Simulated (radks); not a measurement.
Hg46+, 34 electrons, occupied as [Ar] 3d10 4s2 4p4 (the NIST ground configuration).

All-electron calculation, Dirac Kohn-Sham, relativistic LDA (MacDonald-Vosko exchange, VWN5 correlation), spin-unpolarised, spherical densities, finite nucleus; open shells fill j = l - 1/2 first; Fermi nuclear charge, rms radius 5.4648 fm. Program: a radial shooting solver on a logarithmic mesh with Libxc functionals.

Energy parts (eV):
part                       energy
total                  -493633.99
kinetic                 572658.62
electron-nucleus      -1158501.10
Hartree                  98466.79
exchange-correlation     -6258.30

Orbitals (lengths in bohr, moments of r in powers of bohr; <r^-3> diverges for s and p1/2):
\begin{tabular}{lrrrr}
orbital & occ. & eigenvalue (eV) & <r^-3> & small-component weight \\ \hline
1s1/2 & 2 & -84729.09 & - & 9.18e-02 \\
2s1/2 & 2 & -16929.41 & - & 2.12e-02 \\
2p1/2 & 2 & -16358.37 & - & 2.12e-02 \\
2p3/2 & 4 & -14433.51 & 21290 & 1.89e-02 \\
3s1/2 & 2 & -5690.484 & - & 7.30e-03 \\
3p1/2 & 2 & -5437.177 & - & 7.25e-03 \\
3p3/2 & 4 & -4994.852 & 5180 & 6.58e-03 \\
3d3/2 & 4 & -4582.351 & 911.2 & 6.45e-03 \\
3d5/2 & 6 & -4485.802 & 753.7 & 6.27e-03 \\
4s1/2 & 2 & -2703.073 & - & 3.22e-03 \\
4p1/2 & 2 & -2592.835 & - & 3.16e-03 \\
4p3/2 & 2 & -2446.520 & 1763 & 2.95e-03 \\
\end{tabular}

The highest occupied level is 4p3/2 at -2446.5 eV. For comparison, the ionisation energy in NIST's Atomic Spectra Database is 2478 eV (theoretical). In exact Kohn-Sham theory the highest level is minus the ionisation energy, but local and semilocal functionals leave it too shallow, through self-interaction and a potential that decays too fast; potentials with the right tail come closer. The density falls to 0.001 e/bohr^3 at r = 0.92 bohr. Summed over all electrons, <r^2> = 1.523 bohr^2, which gives a Langevin (diamagnetic) susceptibility term of -1.21 x 10^-6 cm^3/mol. The electron density at the nucleus is 2.293e+06 e/bohr^3.

Beside tabulated values, note that spin-unpolarised runs miss the spin-polarisation part of the exchange energy of open shells.
